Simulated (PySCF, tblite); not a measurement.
Bond stretch in SiH, doublet.

Computed with: GFN2-xTB, 300 K electronic temperature (tblite); UCCSD(T) = CCSD(T) on UHF/cc-pVDZ, 5 core orbitals frozen run with PySCF 2.14.0.

Energies relative to the lowest point of each curve near equilibrium, in kJ/mol; the last columns give the difference from UCCSD(T):

```json
[
 {"R / Å": "1.22", "GFN2-xTB": "118.3", "UCCSD(T)": "119.1", "GFN2-xTB − UCCSD(T)": "-0.8"},
 {"R / Å": "1.29", "GFN2-xTB": "53.8", "UCCSD(T)": "64.8", "GFN2-xTB − UCCSD(T)": "-11.1"},
 {"R / Å": "1.39", "GFN2-xTB": "11.9", "UCCSD(T)": "19.9", "GFN2-xTB − UCCSD(T)": "-8.0"},
 {"R / Å": "1.45", "GFN2-xTB": "2.6", "UCCSD(T)": "6.5", "GFN2-xTB − UCCSD(T)": "-3.9"},
 {"R / Å": "1.49", "GFN2-xTB": "0.3", "UCCSD(T)": "1.8", "GFN2-xTB − UCCSD(T)": "-1.6"},
 {"R / Å": "1.53", "GFN2-xTB": "0.0", "UCCSD(T)": "0.0", "GFN2-xTB − UCCSD(T)": "0.0"},
 {"R / Å": "1.56", "GFN2-xTB": "0.8", "UCCSD(T)": "0.2", "GFN2-xTB − UCCSD(T)": "0.6"},
 {"R / Å": "1.63", "GFN2-xTB": "5.0", "UCCSD(T)": "4.9", "GFN2-xTB − UCCSD(T)": "0.1"},
 {"R / Å": "1.67", "GFN2-xTB": "8.5", "UCCSD(T)": "9.8", "GFN2-xTB − UCCSD(T)": "-1.3"},
 {"R / Å": "1.80", "GFN2-xTB": "22.4", "UCCSD(T)": "32.8", "GFN2-xTB − UCCSD(T)": "-10.5"},
 {"R / Å": "1.88", "GFN2-xTB": "32.1", "UCCSD(T)": "50.5", "GFN2-xTB − UCCSD(T)": "-18.4"},
 {"R / Å": "2.06", "GFN2-xTB": "58.4", "UCCSD(T)": "93.8", "GFN2-xTB − UCCSD(T)": "-35.5"}
]
```

GFN2-xTB is furthest from UCCSD(T) at 2.06 (-35.5 kJ/mol, below); its mean absolute difference over the points is 7.6 kJ/mol.

The scan ran from 1.22 to 6.08 Å; beyond the distances shown one of the unrestricted levels run for this scan, shown here or not, changes its spin distribution in one step. The unrestricted determinant behind UCCSD(T) is spin-contaminated at 1.22 Å (<S²> up to 0.9, against 0.75 for a pure doublet).
